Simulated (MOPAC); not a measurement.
Job for MOPAC: PM7 on BGe2H7 (SMILES [GeH3][BH][GeH3]), a point of a torsion scan.

```
PM7 1SCF PRECISE CHARGE=0 THREADS=1
BGe2H7

Ge     1.71577101 1     0.20219589 1     0.24908940 1
B      0.12552885 1    -0.29701678 1    -0.84461667 1
Ge    -1.34237608 1    -1.45066049 1    -0.14465871 1
H      2.91692964 1    -0.63555103 1    -0.07136348 1
H      2.22677562 1     1.59896074 1     0.06959929 1
H      1.58497332 1     0.05101630 1     1.73239155 1
H      0.06547312 1     0.06813971 1    -1.95461844 1
H     -1.53097934 1    -2.72658698 1    -0.90799985 1
H     -2.70323289 1    -0.82632743 1    -0.21959869 1
H     -1.23747527 1    -1.90110734 1     1.27845328 1
```

Output:

```
*******************************************************************************
 **                                                                           **
 **                              MOPAC v23.2.5                                **
 **                                                                           **
 *******************************************************************************
 ** MOPAC's Digital Object Identifier: https://doi.org/10.5281/zenodo.6511958 **
 **                                                                           **
 ** Please cite the open-source release paper for use of this MOPAC version:  **
 ** J. E. Moussa and J. J. P. Stewart (2026)                                  **
 ** MOPAC: An open-source semiempirical molecular orbital program             **
 ** J. Open Source Softw., 11(119), 8025, https://doi.org/10.21105/joss.08025 **
 *******************************************************************************

                              PM7 CALCULATION RESULTS

 *******************************************************************************
 *  PM7        - The PM7 Hamiltonian to be used
 *
 *
 *
 *                 CHARGE ON SYSTEM = 0
 *
 *
 *
 *  PRECISE    - TIGHTER CRITERIA TO BE USED
 *  1SCF       - DO 1 SCF AND THEN STOP
 *  THREADS=1  - MULTI-THREADING NOT USED
 *  T=         - A TIME OF 172800.0 SECONDS REQUESTED
 *  DUMP=N     - RESTART FILE WRITTEN EVERY 7200.0 SECONDS REQUESTED
 *******************************************************************************
PM7 1SCF PRECISE CHARGE=0 THREADS=1
 BGe2H7

   ATOM   CHEMICAL          X               Y               Z
  NUMBER   SYMBOL      (ANGSTROMS)     (ANGSTROMS)     (ANGSTROMS)

     1      Ge          1.71577101  *   0.20219589  *   0.24908940  *
     2       B          0.12552885  *  -0.29701678  *  -0.84461667  *
     3      Ge         -1.34237608  *  -1.45066049  *  -0.14465871  *
     4       H          2.91692964  *  -0.63555103  *  -0.07136348  *
     5       H          2.22677562  *   1.59896074  *   0.06959929  *
     6       H          1.58497332  *   0.05101630  *   1.73239155  *
     7       H          0.06547312  *   0.06813971  *  -1.95461844  *
     8       H         -1.53097934  *  -2.72658698  *  -0.90799985  *
     9       H         -2.70323289  *  -0.82632743  *  -0.21959869  *
    10       H         -1.23747527  *  -1.90110734  *   1.27845328  *



          CARTESIAN COORDINATES

    NO.       ATOM           X           Y           Z

     1        Ge          1.7158      0.2022      0.2491
     2         B          0.1255     -0.2970     -0.8446
     3        Ge         -1.3424     -1.4507     -0.1447
     4         H          2.9169     -0.6356     -0.0714
     5         H          2.2268      1.5990      0.0696
     6         H          1.5850      0.0510      1.7324
     7         H          0.0655      0.0681     -1.9546
     8         H         -1.5310     -2.7266     -0.9080
     9         H         -2.7032     -0.8263     -0.2196
    10         H         -1.2375     -1.9011      1.2785

 General Reference for PM7:
 "Optimization of Parameters for Semiempirical Methods VI: More Modifications to the
 NDDO Approximations and Re-optimization of Parameters", J. J. P. Stewart, J. Mol. Mod., 1:32, 19 (2013)
 https://link.springer.com/article/10.1007/s00894-012-1667-x

           Empirical Formula: H7 Ge2 B  =    10 atoms



      MOLECULAR POINT GROUP   :   C1


      RHF CALCULATION, NO. OF DOUBLY OCCUPIED LEVELS = 9


 -------------------------------------------------------------------------------
 PM7 1SCF PRECISE CHARGE=0 THREADS=1
 BGe2H7



     1SCF WAS SPECIFIED, SO BFGS WAS NOT USED
     SCF FIELD WAS ACHIEVED


                              PM7 CALCULATION
                                                       MOPAC v23.2.5 Linux




          FINAL HEAT OF FORMATION =        149.04879 KCAL/MOL =     623.62014 KJ/MOL


          COSMO AREA              =        138.12 SQUARE ANGSTROMS
          COSMO VOLUME            =        132.95 CUBIC ANGSTROMS

          IONIZATION POTENTIAL    =         10.494434 EV
          HOMO LUMO ENERGIES (EV) =        -10.494 -1.732
          NO. OF FILLED LEVELS    =          9
          MOLECULAR WEIGHT        =        163.0453         POINT GROUP:  C1

          MOLECULAR DIMENSIONS (Angstroms)

            Atom       Atom       Distance
            H     8    H     5     5.81264
            H     9    H     4     4.14764
            H    10    H     7     3.59182


          SCF CALCULATIONS        =          1





   ATOM   CHEMICAL          X               Y               Z
  NUMBER   SYMBOL      (ANGSTROMS)     (ANGSTROMS)     (ANGSTROMS)

     1      Ge          1.71577101  *   0.20219589  *   0.24908940  *
     2       B          0.12552885  *  -0.29701678  *  -0.84461667  *
     3      Ge         -1.34237608  *  -1.45066049  *  -0.14465871  *
     4       H          2.91692964  *  -0.63555103  *  -0.07136348  *
     5       H          2.22677562  *   1.59896074  *   0.06959929  *
     6       H          1.58497332  *   0.05101630  *   1.73239155  *
     7       H          0.06547312  *   0.06813971  *  -1.95461844  *
     8       H         -1.53097934  *  -2.72658698  *  -0.90799985  *
     9       H         -2.70323289  *  -0.82632743  *  -0.21959869  *
    10       H         -1.23747527  *  -1.90110734  *   1.27845328  *

                             CARTESIAN COORDINATES

   1   Ge        1.715771010     0.202195890     0.249089400
   2    B        0.125528850    -0.297016780    -0.844616670
   3   Ge       -1.342376080    -1.450660490    -0.144658710
   4    H        2.916929640    -0.635551030    -0.071363480
   5    H        2.226775620     1.598960740     0.069599290
   6    H        1.584973320     0.051016300     1.732391550
   7    H        0.065473120     0.068139710    -1.954618440
   8    H       -1.530979340    -2.726586980    -0.907999850
   9    H       -2.703232890    -0.826327430    -0.219598690
  10    H       -1.237475270    -1.901107340     1.278453280


           Empirical Formula: H7 Ge2 B  =    10 atoms



      MOLECULAR POINT GROUP   :   C1


                  EIGENVALUES
 -18.37510 -18.11363 -14.97995 -12.57825 -12.21281 -11.87146 -11.84325 -11.00411
 -10.49443  -1.73205  -1.26622   0.46432   0.98589   1.01872   1.03928   1.09608
   4.56860   4.89046   5.45651


              NET ATOMIC CHARGES AND DIPOLE CONTRIBUTIONS

  ATOM NO.   TYPE          CHARGE      No. of ELECS.   s-Pop       p-Pop
    1         Ge          -0.286969        4.2870     0.95318     3.33378
    2          B          -0.112914        3.1129     0.69896     2.41395
    3         Ge          -0.286859        4.2869     0.95322     3.33364
    4          H           0.103214        0.8968     0.89679
    5          H           0.096302        0.9037     0.90370
    6          H           0.088018        0.9120     0.91198
    7          H           0.111907        0.8881     0.88809
    8          H           0.100406        0.8996     0.89959
    9          H           0.100630        0.8994     0.89937
   10          H           0.086264        0.9137     0.91374
 DIPOLE           X         Y         Z       TOTAL
 POINT-CHG.     0.040    -0.138    -0.022     0.146
 HYBRID        -0.000    -0.043     0.134     0.140
 SUM            0.040    -0.181     0.112     0.217


          ATOMIC ORBITAL ELECTRON POPULATIONS

     Atom    s        px        py        pz
    1 Ge   0.95318   1.09060   1.13180   1.11139
    2  B   0.69896   0.87804   0.41542   1.12049
    3 Ge   0.95322   1.09798   1.11140   1.12425
    4  H   0.89679
    5  H   0.90370
    6  H   0.91198
    7  H   0.88809
    8  H   0.89959
    9  H   0.89937
   10  H   0.91374

 **********************
 *                    *
 * JOB ENDED NORMALLY *
 *                    *
 **********************




 == MOPAC DONE ==
```

The run finished.

Cost: very roughly 0.03 core-seconds.
